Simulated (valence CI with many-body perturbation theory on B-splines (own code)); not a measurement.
## Questions on Hf XXXII

Method: configuration interaction combined with many-body perturbation theory (CI+MBPT): five valence electrons over a frozen Dirac-Fock core [Kr], radial functions for each j: 7 s, 7 p, 8 d, 6 f, 4 g, 1 h, with the one-electron correlation potential Σ1 (screened to all orders), the two-electron term Σ2, the three-electron term Σ3, Breit, model QED; selected single and double excitations, second order for the rest, scaled by the run's own slope (own B-spline code, finite nucleus).

The last digits are not significant, and no measured levels were compared; by estimate large intervals hold to a few tenths of a per cent, small ones and those within an open d or f shell to about a per cent. The list stops below the first excitations out of the core.

Levels are named by their leading jj configuration (3d3/2^4 stands for four electrons in 3d with j = 3/2), which in mixed levels can hold well under half, so a name can repeat and another be missing.

Rates and lifetimes use the calculated energies. Strong lines usually hold to 10 to 20 %, long lifetimes can be off by a factor of two.

(1) What is the ground level?

(2) How well does LS coupling describe the low levels?

(3) What is the ionisation energy?

Answers

(1) (4d3/2^4 4d5/2) J=5/2, composition 29 % 4d5 4P + 20 % 4d5 2D + 19 % 4d5 6S, g = 1.407.

(2) Among the lowest 20 levels the leading LS term, summed over configurations, holds 49 % on average. For single configurations the figures are 48 % in LS and 92 % in jj coupling. Terms mix most in the J = 5/2 level at 0 cm⁻¹, where the leading one holds 29 %.

(3) 1245.7 eV; NIST lists 1245 ± 4 eV (theoretical).
